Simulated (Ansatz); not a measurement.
Cost and result for the atomization energy of CH5BClFOSi (`OB([SiH3])C(F)Cl`) (11 atoms, 10 bonds).

```xyz
11

O    -1.0258   -1.3907    0.7172
B    -0.2395   -0.4369    0.1792
Si   -1.0722    1.0677   -0.8984
C     1.3382   -0.4951    0.4001
F     2.0407    0.1997   -0.5375
Cl    1.5587    0.2840    2.0010
H    -0.5656   -2.0709    1.2214
H    -0.8267    0.8150   -2.3463
H    -0.4559    2.3745   -0.5477
H    -2.5404    1.1416   -0.6749
H     1.7885   -1.4890    0.4858
```

Total charge 0; spin multiplicity 1. All single points use the PBE0-D4/def2-TZVP geometry. It is one conformer, not always the lowest. Program: Ansatz. All runs use 4 threads of an Arm Neoverse V2 on a shared host. Times are those of one run each, without the atoms' runs, and a repeat can differ threefold. Electronic energies, without spin–orbit coupling; frozen cores. CCSD(T)/CBS adds CCSD(T) − MP2 in def2-TZVPP to the MP2 limit, and its time is that of the two runs behind it. T1 = 0.013. B3LYP takes the VWN-RPA correlation (the form of Gaussian; ORCA's B3LYP/G).

CCSD(T)/CBS is a level of theory with its own doubt, some kJ/mol a heavy atom from the limit and from the frozen cores, so smaller differences don't rank the functionals.

```csv
level,functions,wall time
PBE-D4/def2-TZVPP (with forces),278,2.9 s
PBE0-D4/def2-TZVPP,278,4.1 s
r2SCAN-D4/def2-TZVPP (with forces),278,5.5 s
B3LYP-D4/def2-TZVPP (with forces),278,5.5 s
B2PLYP/def2-TZVPP,278,6.5 s
ωB97X-V/def2-TZVPP,278,9.5 s
ωB97M-V/def2-TZVPP (with forces),278,13 s
MP2/def2-QZVPP,518,26 s
CCSD(T)/def2-TZVPP,278,4.5 min
CCSD(T)/CBS(def2),–,4.9 min
```

Task: What atomization energy does each give, and how far from CCSD(T)/CBS? (Estimate.)

Result: Ansatz gave: 
```csv
level,atomization (kJ/mol),difference from CCSD(T)/CBS,per bond
PBE-D4/def2-TZVPP (with forces),3982.3,97.8,9.8
PBE0-D4/def2-TZVPP,3896.0,11.5,1.1
r2SCAN-D4/def2-TZVPP (with forces),3917.1,32.6,3.3
B3LYP-D4/def2-TZVPP (with forces),3881.8,-2.7,-0.3
B2PLYP/def2-TZVPP,3839.8,-44.7,-4.5
ωB97X-V/def2-TZVPP,3909.1,24.6,2.5
ωB97M-V/def2-TZVPP (with forces),3907.8,23.3,2.3
MP2/def2-QZVPP,3930.6,46.1,4.6
CCSD(T)/def2-TZVPP,3779.2,-105.3,-10.5
CCSD(T)/CBS(def2),3884.5,0.0,0.0
```

In def2-TZVPP, CCSD(T) changes the Hartree–Fock value by +961.1 kJ/mol (the triples alone add +65.2 kJ/mol) and MP2 by +1050.4 kJ/mol; breaking electron pairs costs correlation energy, which Hartree–Fock lacks. From PBE to PBE0 (25 % exact exchange), in def2-TZVPP and without D4, the atomization energy moves by −82.6 kJ/mol: exact exchange takes away binding that semilocal exchange gives to molecules. The D4 term adds +41.1 kJ/mol with B3LYP and +21.7 kJ/mol with PBE0; it sums over pairs of atoms, weighted by their polarisabilities, and B3LYP, whose exchange is more repulsive, gets the larger term.
